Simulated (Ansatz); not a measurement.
Relaxation of CH5BFNSi (10 atoms, charge 0, multiplicity 1), to a largest force component of 0.015 eV/Å in at most 40 steps.

These are results of Ansatz 0.2.0, RKS LDA/STO-3G, not measurements.

```xyz
10
Properties=species:S:1:pos:R:3
B 0.123 1.284 0.846
N 0.796 0.260 0.006
Si 2.244 1.095 -0.804
C 2.030 -0.203 0.477
F 2.405 -1.447 0.088
H 0.619 1.825 1.764
H -0.996 1.691 0.577
H 2.334 2.461 -0.416
H 2.337 0.597 -2.199
H 2.334 0.154 1.538
```

Task: Where does it end, and by what steps?

Result: It converged. Limits of this set-up: minimal basis. After 16 steps the energy has fallen by 1.699 eV; H6 moved furthest, 1.59 Å.

| step | energy less start (eV) | largest force component (eV/Å) | accepted |
| --- | --- | --- | --- |
| 0 | 0.0000 | 4.318 | yes |
| 1 | -0.7186 | 1.604 | yes |
| 2 | -0.9326 | 0.860 | yes |
| 3 | -1.0929 | 0.753 | yes |
| 4 | -1.2243 | 0.482 | yes |
| 5 | -1.3306 | 0.443 | yes |
| 6 | -1.4554 | 0.392 | yes |
| 7 | -1.5482 | 0.409 | yes |
| 8 | -1.5575 | 2.352 | yes |
| 9 | -1.6532 | 0.860 | yes |
| 10 | -1.6653 | 0.687 | yes |
| 11 | -1.6363 | 0.555 | no |
| 12 | -1.6955 | 0.174 | yes |
| 13 | -1.6983 | 0.042 | yes |
| 14 | -1.6988 | 0.031 | yes |
| 15 | -1.6987 | 0.088 | no |
| 16 | -1.6990 | 0.010 | yes |

```xyz
10
Properties=species:S:1:pos:R:3
B -0.091 1.176 0.952
N 1.113 0.934 0.329
Si 2.274 1.110 -0.986
C 2.291 0.006 0.539
F 2.048 -1.343 0.530
H -0.365 0.587 1.931
H -0.821 1.971 0.487
H 3.008 2.364 -1.038
H 1.835 0.598 -2.272
H 2.934 0.313 1.404
```

The run took 39 s on 1 CPU thread of a shared host.
